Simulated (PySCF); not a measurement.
Species: `C#C/C(=C\C#N)OC`. The columns A, B, C and D hold Mulliken, IAO, Hirshfeld and ESP-fitted charges (e) of one PBE0/pcSseg-1 density (PySCF), in a shuffled order. Coordinates in Å (GFN2-xTB); the density's dipole moment is (-4.15, 3.62, 0.42) D.

| atom | x | y | z | A | B | C | D |
| --- | --- | --- | --- | --- | --- | --- | --- |
| C1 | 1.136 | 1.180 | 1.446 | -0.051 | -0.166 | -0.278 | -0.324 |
| C2 | 0.634 | 0.436 | 0.647 | -0.038 | -0.066 | +0.237 | -0.095 |
| C3 | 0.020 | -0.425 | -0.297 | +0.109 | +0.230 | +0.225 | +0.568 |
| C4 | 0.670 | -1.524 | -0.746 | -0.064 | -0.250 | -0.137 | -0.741 |
| C5 | 1.956 | -1.858 | -0.311 | +0.062 | +0.139 | +0.093 | +0.604 |
| N6 | 3.011 | -2.153 | 0.033 | -0.230 | -0.251 | -0.251 | -0.524 |
| O7 | -1.222 | -0.156 | -0.758 | -0.089 | -0.304 | -0.461 | -0.293 |
| C8 | -1.867 | 0.997 | -0.265 | -0.030 | -0.210 | -0.033 | -0.151 |
| H9 | 1.602 | 1.810 | 2.144 | +0.109 | +0.216 | +0.066 | +0.311 |
| H10 | 0.201 | -2.178 | -1.466 | +0.069 | +0.195 | +0.151 | +0.288 |
| H11 | -2.838 | 1.025 | -0.755 | +0.061 | +0.171 | +0.139 | +0.136 |
| H12 | -1.303 | 1.903 | -0.507 | +0.046 | +0.147 | +0.124 | +0.110 |
| H13 | -2.003 | 0.943 | 0.819 | +0.046 | +0.147 | +0.124 | +0.111 |

**Question.** Which column most likely holds the ESP-fitted charges?

**Answer.** D. Σ q r misses the density's dipole by 0.04 D (D), 0.87 D (B), 1.02 D (C), 1.27 D (A). Charges fitted to the outside potential are the only set here that is tied to the molecule's multipoles.

**Question.** And the Hirshfeld charges?

**Answer.** A. The mean sizes are 0.077 e (A), 0.178 e (C), 0.192 e (B), 0.327 e (D), and Hirshfeld charges are commonly the smallest of these schemes.

As computed, A = Hirshfeld, B = IAO, C = Mulliken, D = ESP-fitted. Hydrogens on carbon: Hirshfeld +0.05 to +0.11, IAO +0.15 to +0.22, Mulliken +0.07 to +0.15, ESP-fitted +0.11 to +0.31 e.

The Hirshfeld scheme weights the molecular density at each point by an atom's share of the summed free-atom densities. The IAO scheme projects the occupied orbitals on a minimal set of polarised atomic orbitals and counts the electrons in each atom's part of it.

One conformer (not necessarily the lowest) at the GFN2-xTB geometry, without solvent, vibrations or thermal averaging.

The run behind these numbers computed NMR shieldings as well. The run took 17 s on an Arm Neoverse V1 with one thread, no GPU, on a shared host.

Shape of the structure used: `[CH:1]#[C:2]/[C:3](=[CH:4]\[C:5]#[N:6])[O:7][CH3:8]`: C2–C3–O7–C8 0°.
